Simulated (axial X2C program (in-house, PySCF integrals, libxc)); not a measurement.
## PSe: bond constants with and without spin–orbit coupling

Computed with an axial X2C code built on PySCF integrals. Spin-free means the one-electron spin-free X2C Hamiltonian; two-component (2c) means X2C with spin–orbit coupling and atomic mean-field two-electron Coulomb and Gaunt terms, so the difference of the two also holds small scalar two-electron terms. Basis: Se dyall-cv3z [8s9p6d4f1g], P dyall-v3z [8s7p2d1f] (cores contracted in-house); Gaussian nuclei, density fitting, unrestricted open shells. Masses: Se 79.917 u, P 30.974 u.

The run was started with this input:
```json
{"zs": [34, 15], "q": 0, "bas": ["dyall-cv3z", "dyall-v3z"], "levels": ["PBE0", "HF", "BP86"], "cc": true, "r0": 2.09, "thr": -2.0, "nmax": 90, "npts": 10, "nst": 2, "ntry": 6}
```
```bash
python so2c.py task.json out
```

Keys: zs atomic numbers; q charge; bas basis sets; levels methods; cc coupled cluster on or off; r0 starting distance in Å; thr threshold in hartree for freezing inner shells (an s shell follows its p shell); nmax most natural virtual spinors; npts points on the curve; nst determinants followed; ntry starts of the search. HF also brings MP2.

State, spin-free: M_S = 1/2, Λ = 1 (beyond evenly filled blocks: π+α); electrons by block: σα: 12, σβ: 12, π+α: 6, π+β: 5, π-α: 5, π-β: 5, δ+α: 1, δ+β: 1, δ-α: 1, δ-β: 1. Fragments: Se + P.

State, 2c: Ω = 1/2 (⟨Sz⟩ = -0.50, ⟨Lz⟩ = 1.00 at BP86); electrons by block: 1/2: 18, -1/2: 17, 3/2: 6, -3/2: 6, 5/2: 1, -5/2: 1. Fragments: Se + P.

```csv
Hamiltonian,level,Re (Å),ωe (cm⁻¹),ωexe (cm⁻¹),Be (cm⁻¹),αe (cm⁻¹),De (eV),D0 (eV),μ (D)
spin-free,PBE0,2.032,586.1,1.89,0.183,0.000718,3.75,3.71,0.17
spin-free,BP86,2.061,545.4,1.62,0.1777,0.000739,4.22,4.19,0.08
2c,BP86,2.063,543.4,1.66,0.1774,0.000745,4.22,4.18,0.04
```

Dipoles are positive if P is the positive end.

One determinant describes the state; a PBE0 search over occupations chose it and may have missed a lower one. Dissociation energies refer to the lowest single-determinant-based atoms at the same level and basis. Density functionals use the spin component along the axis (collinear). The functionals have no current-density term, which raises determinants with orbital currents, atoms included. The determinant is spin-polarised beyond a pure state at some levels (its spin-free form has ⟨S²⟩ too high), which makes Re and μ there less reliable.

No reliable constants came from HF (2c), HF (spin-free), MP2 (2c), MP2 (spin-free), PBE0 (2c): no minimum in range, unconverged points, a curve that is not smooth, a change of character along it, or the two Hamiltonians disagreeing along it.

Rough cost a point (2c) on 1 thread(s) of a shared host, integrals apart: BP86 0.24 s.

The whole task took 57 s on 1 thread of Arm Neoverse V1, with other jobs on the host.
